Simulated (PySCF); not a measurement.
# Ionisation energy of Nb²¹⁺ by level of theory

Nb²¹⁺ [Ar] 3d2 [3d3/2^2, M_J = 2] → Nb²²⁺ [Ar] 3d1 [3d3/2^1, M_J = 3/2], as a difference of total energies. Computed with PySCF 2.14 in an uncontracted even-tempered set (16 s from 2.5 bohr⁻², ratio 2.8; 12 p from 3.2 bohr⁻², ratio 2.8; 8 d from 3.2 bohr⁻², ratio 2.8; 3 f from 10 bohr⁻², ratio 3), with the two-component X2C-1e Hamiltonian. Correlated levels: [Ne] frozen; the 74 highest virtual spinors dropped. "Screened" scales the spin-orbit matrix elements by Boettger's factors to mimic the two-electron term; Breit and QED terms are absent.

```tsv
method	ionisation energy (eV)
GHF (spin-free)	938.55
GMP2 (spin-free)	938.54
GHF (screened spin-orbit)	939.59
GMP2 (screened spin-orbit)	939.62
```

Breit and QED terms and the two-electron picture change are absent.

The spin-free rows relax to the high-spin LS determinant and lack the spin-orbit shift.

The labels give the starting determinants; with spin-orbit coupling the two ends relaxed to ⟨J²⟩ = 6.41, ⟨L²⟩ = 11.30, ⟨S²⟩ = 1.78 and ⟨J²⟩ = 3.75, ⟨L²⟩ = 6.01, ⟨S²⟩ = 0.76.

The determinant of Nb²¹⁺ mixes levels of different J (the jj label is only the starting occupation), so the difference between spin-free and spin-orbit rows is not the physical spin-orbit shift.

For comparison: 940 ± 4 eV (theoretical estimate listed by NIST; NIST Atomic Spectra Database, ionization energies).
